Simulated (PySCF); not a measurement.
Basis and Hamiltonian dependence of the electron affinity of Ge

Ge⁻ [Ar] 3d10 4s2 4p3 (4S) → Ge [Ar] 3d10 4s2 4p2 (3P). All values are computed (PySCF 2.14, energy differences of UHF-based or UKS calculations, no spin-orbit coupling). Values in eV.

```csv
basis,Hamiltonian,functions,UHF,PBE,PBE0,MP2 (valence),CCSD(T) (valence),CCSD(T) (valence and next inner shell)
aug-cc-pVDZ-PP with ECP10MDF,ECP,32,0.848,1.395,1.369,1.239,1.238,n/a
aug-cc-pVDZ-DK,spin-free X2C,36,0.846,1.408,1.379,1.235,1.235,n/a
ANO-RCC-VTZP,spin-free X2C,43,0.553,1.024,1.064,0.856,0.813,0.822
aug-cc-pwCVDZ-PP with ECP10MDF,ECP,48,0.843,1.402,1.374,1.236,1.235,1.226
def2-TZVPPD,non-relativistic,54,0.531,0.945,1.008,0.958,0.962,0.978
aug-cc-pVTZ-PP with ECP10MDF,ECP,55,0.837,1.396,1.366,1.303,1.324,n/a
aug-cc-pVTZ-DK,spin-free X2C,59,0.838,1.407,1.375,1.303,1.325,n/a
aug-cc-pVQZ-PP with ECP10MDF,ECP,89,0.834,1.404,1.370,1.321,1.339,n/a
dyall-av2z,non-relativistic,92,0.893,1.453,1.429,1.284,1.278,n/a
aug-cc-pVQZ-DK,spin-free X2C,93,0.834,1.407,1.373,1.320,1.339,n/a
def2-QZVPPD,non-relativistic,95,0.777,1.254,1.273,1.244,1.257,n/a
"x2c-QZVPPall with one added diffuse shell each of s, p, d, f type",spin-free X2C,113,0.833,1.404,1.371,1.312,n/a,n/a
"aug-cc-pVQZ-PP with one added diffuse shell each of s, p, d, f, g type with ECP10MDF",ECP,114,0.834,1.412,1.371,1.322,n/a,n/a
```

Estimate the row for aug-cc-pwCVTZ-PP with ECP10MDF (ECP, 96 functions).

From the rows with the same Hamiltonian and similar size; the calculation gives UHF 0.83; PBE 1.40; PBE0 1.36; MP2 (valence) 1.30; CCSD(T) (valence) 1.32 (eV).

Extrapolation of CCSD(T) (valence) from aug-cc-pVTZ-PP with ECP10MDF and aug-cc-pVQZ-PP with ECP10MDF: the correlation parts are 0.487 and 0.505 eV; with the X⁻³ form and unrounded values, (4³ × 0.505 − 3³ × 0.487)/(4³ − 3³) = 0.519 eV, and adding the Hartree-Fock value 0.834 eV of the larger basis gives 1.353 eV.

Extrapolation of CCSD(T) (valence) from aug-cc-pVTZ-DK and aug-cc-pVQZ-DK: the correlation parts are 0.487 and 0.505 eV; with the X⁻³ form and unrounded values, (4³ × 0.505 − 3³ × 0.487)/(4³ − 3³) = 0.518 eV, and adding the Hartree-Fock value 0.834 eV of the larger basis gives 1.353 eV.

Frozen in the all-electron rows: valence: [Ar] 3d10; valence and next inner shell: [Ne]; with a core potential, the same shells as far as they lie outside it.

Non-relativistic rows lack the scalar-relativistic shift.

In most of these bases the highest occupied level of the anion is positive at PBE, PBE0, so the basis helps to hold the electron.

Between the lowest levels the reference is 1.233 eV (measured; photodetachment measurements, as compiled on the Wikipedia data page of electron affinities); it includes spin-orbit coupling, which these numbers lack.
